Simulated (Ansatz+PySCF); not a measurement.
Two shapes of singlet BF₃.

Shape 1:

```xyz
4

B     0.0000    0.0000    0.0000
F     1.3104    0.0000    0.0000
F    -0.6552    1.1348    0.0000
F    -0.6552   -1.1348    0.0000
```

Shape 2:

```xyz
4

B     0.0000    0.0000    0.0000
F     1.4152    0.0000    0.0000
F    -0.7076    1.2256    0.0000
F    -0.7076   -1.2256    0.0000
```

Basis set: def2-SVP (spherical functions). Left uncorrelated: 4 orbitals. Charge 0, multiplicity 1.

Computed with Ansatz (development build ahead of 0.2.0); each method stands on the lowest determinant of its kind that the runs found.

Task: Which shape is lower in energy, and by how much in each method?

Result:

```tsv
method	E(2) − E(1) (eV)
UHF	1.004
UHF-MP2	0.659
UHF-CCSD	0.706
RHF-CCSD(T)	0.670
UHF-CCSD(T)	0.670
```

Shape 1 is lower.
